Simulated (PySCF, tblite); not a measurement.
Compound: C8H8O.
SMILES with atom numbers: `[CH2:1]=[C:2]1[CH:3]=[CH:4][CH:5]=[C:6]1[C:7]([CH3:8])=[O:9]` (hydrogens: H10, H11 on C1; H12 on C3; H13 on C4; H14 on C5; H15, H16, H17 on C8)

Computed with GFN2-xTB (tblite), gas phase: Langevin dynamics at 300 K from the optimised GFN2-xTB geometry, time step 0.5 fs, friction 0.01 fs⁻¹, 2000 steps. Over the second half of the run the saved frames average 310 K.

Frame at 250 fs, instantaneous temperature 212 K:
```
atom  x, y, z in Å
C1     -1.890    1.469   -0.814
C2     -1.246    0.295   -0.745
C3     -1.802   -0.883   -1.334
C4     -1.004   -1.886   -0.909
C5     -0.054   -1.386    0.022
C6     -0.153   -0.017    0.119
C7      0.797    0.900    0.672
C8      1.556    0.425    1.922
O9      0.891    2.067    0.305
H10    -1.588    2.399   -0.341
H11    -2.795    1.488   -1.425
H12    -2.616   -0.962   -2.020
H13    -0.935   -2.919   -1.230
H14     0.599   -2.047    0.539
H15     0.815    0.209    2.729
H16     2.278    1.195    2.187
H17     2.084   -0.442    1.626
```

Frame at 425 fs, instantaneous temperature 324 K:
```
atom  x, y, z in Å
C1     -1.536    2.008   -0.714
C2     -1.252    0.706   -0.631
C3     -2.081   -0.520   -0.967
C4     -1.456   -1.630   -0.539
C5     -0.235   -1.303    0.170
C6     -0.063    0.097    0.115
C7      0.896    0.862    0.851
C8      1.842    0.063    1.753
O9      1.014    2.070    0.775
H10    -0.897    2.833   -0.301
H11    -2.353    2.316   -1.269
H12    -3.070   -0.439   -1.353
H13    -1.923   -2.644   -0.612
H14     0.450   -2.053    0.481
H15     1.390   -0.232    2.686
H16     2.622    0.780    2.019
H17     2.217   -0.851    1.341
```

Frame at 625 fs, instantaneous temperature 236 K:
```
atom  x, y, z in Å
C1     -1.883    2.100   -0.214
C2     -1.580    0.814   -0.034
C3     -2.376   -0.288   -0.395
C4     -1.511   -1.364   -0.483
C5     -0.198   -0.970   -0.167
C6     -0.228    0.343    0.192
C7      0.974    1.022    0.661
C8      2.000    0.200    1.500
O9      1.179    2.209    0.507
H10    -1.157    2.869   -0.067
H11    -2.885    2.405   -0.467
H12    -3.436   -0.142   -0.508
H13    -1.871   -2.328   -0.794
H14     0.641   -1.633   -0.373
H15     1.428   -0.410    2.162
H16     2.571    0.923    2.033
H17     2.529   -0.460    0.862
```

Frame at 800 fs, instantaneous temperature 373 K:
```
atom  x, y, z in Å
C1     -2.096    2.007    0.117
C2     -1.736    0.726    0.140
C3     -2.500   -0.423   -0.274
C4     -1.629   -1.445   -0.163
C5     -0.336   -0.993    0.271
C6     -0.370    0.369    0.410
C7      0.802    1.194    0.989
C8      1.960    0.449    1.503
O9      0.721    2.406    1.153
H10    -1.370    2.718    0.465
H11    -3.030    2.416    0.042
H12    -3.513   -0.320   -0.623
H13    -1.730   -2.512   -0.306
H14     0.502   -1.669    0.346
H15     1.711    0.293    2.505
H16     2.851    1.078    1.448
H17     2.130   -0.521    1.000
```

Frame at 1000 fs, instantaneous temperature 317 K:
```
atom  x, y, z in Å
C1     -2.344    2.498    0.427
C2     -1.875    1.264    0.233
C3     -2.604    0.205   -0.516
C4     -1.909   -0.933   -0.431
C5     -0.725   -0.721    0.401
C6     -0.643    0.572    0.810
C7      0.426    1.274    1.441
C8      1.624    0.414    1.826
O9      0.339    2.513    1.671
H10    -1.931    3.178    1.201
H11    -3.169    2.839   -0.185
H12    -3.502    0.395   -1.104
H13    -2.134   -1.833   -0.999
H14    -0.145   -1.595    0.593
H15     1.733   -0.570    1.465
H16     1.419    0.284    2.876
H17     2.506    1.039    1.749
```

Question: What do single points at PBE0/pcSseg-1 (PySCF, gas phase) give on these frames?

Answer: 
```csv
t (fs),GFN2-xTB E above start (eV),DFT E above lowest frame (eV),HOMO (eV),LUMO (eV),dipole (D)
250,0.47,0.00,-6.81,-2.57,2.89
425,0.54,0.05,-6.81,-2.72,2.91
625,0.52,0.13,-6.62,-2.59,2.61
800,0.64,0.16,-6.81,-2.46,2.37
1000,0.59,0.09,-6.92,-2.56,3.00
```

The two levels order the frames alike by energy but for pairs within 0.08 eV at one level; measured from each level's lowest frame they differ by 0.08 eV at most. The HOMO–LUMO gap runs from 4.03 to 4.36 eV. These are instantaneous structures, not minima.

Question: And the isotropic GIAO shieldings (ppm) from the same runs?

Answer: 
| atom | 250 fs | 425 fs | 625 fs | 800 fs | 1000 fs | mean | range |
| --- | --- | --- | --- | --- | --- | --- | --- |
| C1 | 33.0 | 41.1 | 42.7 | 39.2 | 38.1 | 38.8 | 9.7 |
| C2 | 32.9 | 27.2 | 34.3 | 33.2 | 24.4 | 30.4 | 9.9 |
| C3 | 49.5 | 44.1 | 49.6 | 59.9 | 40.2 | 48.7 | 19.7 |
| C4 | 47.8 | 47.0 | 46.6 | 49.9 | 48.1 | 47.9 | 3.3 |
| C5 | 36.4 | 29.7 | 43.2 | 33.8 | 37.6 | 36.1 | 13.5 |
| C6 | 54.6 | 40.6 | 47.4 | 45.3 | 52.5 | 48.1 | 14.0 |
| C7 | -14.6 | -8.1 | -19.3 | -17.5 | -20.2 | -15.9 | 12.1 |
| C8 | 153.3 | 156.4 | 151.1 | 160.1 | 160.3 | 156.2 | 9.2 |
| O9 | -348.7 | -297.1 | -329.1 | -297.9 | -320.4 | -318.6 | 51.6 |
| H10 | 24.2 | 22.9 | 24.2 | 23.8 | 23.3 | 23.7 | 1.3 |
| H11 | 24.9 | 25.7 | 25.1 | 25.6 | 24.8 | 25.2 | 0.9 |
| H12 | 24.9 | 25.1 | 24.8 | 25.0 | 24.8 | 24.9 | 0.3 |
| H13 | 24.9 | 24.3 | 25.0 | 25.1 | 24.9 | 24.8 | 0.8 |
| H14 | 24.7 | 24.2 | 24.3 | 24.1 | 24.7 | 24.4 | 0.6 |
| H15 | 28.4 | 29.5 | 29.7 | 30.5 | 29.3 | 29.5 | 2.1 |
| H16 | 29.4 | 29.6 | 30.0 | 29.4 | 29.9 | 29.7 | 0.6 |

What follows is the cost of the whole dynamics run. The run took 13 s of wall time on Arm Neoverse V1, one thread (shared host), and the process peaked at 0.18 GiB of memory.
